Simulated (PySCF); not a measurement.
C₄H₂Br₂, SMILES C#C/C(Br)=C\Br. Geometry optimised at PBE0-D3(BJ)/def2-SVP. The structure was generated by enumeration; whether it is a known compound was not checked.

Calculation: PBE0-D3(BJ)/def2-SVP in PySCF.

Harmonic wavenumbers (cm⁻¹): 110, 168, 182, 230, 263, 443, 605, 686, 712, 715, 744, 816, 1036, 1271, 1658, 2235, 3255, 3488. Rotational constants (GHz): 2.969, 0.5967, 0.4969; symmetry number 1.

Question: Work out the zero-point energy and the ideal-gas rigid-rotor harmonic-oscillator thermochemistry at 298.15 K and 1 atm.

Answer: ZPE = ½ Σ hcν = ½ × 18616 cm⁻¹ = 111.35 kJ/mol. H − E(el) = 131.45 kJ/mol. Entropy in J/(mol K): translation 175.43, rotation 126.69, vibration 59.80, total 361.92. G − E(el) = 23.55 kJ/mol. Cp = 100.23 J/(mol K). Modes under 150 cm⁻¹ make the vibrational entropy uncertain.
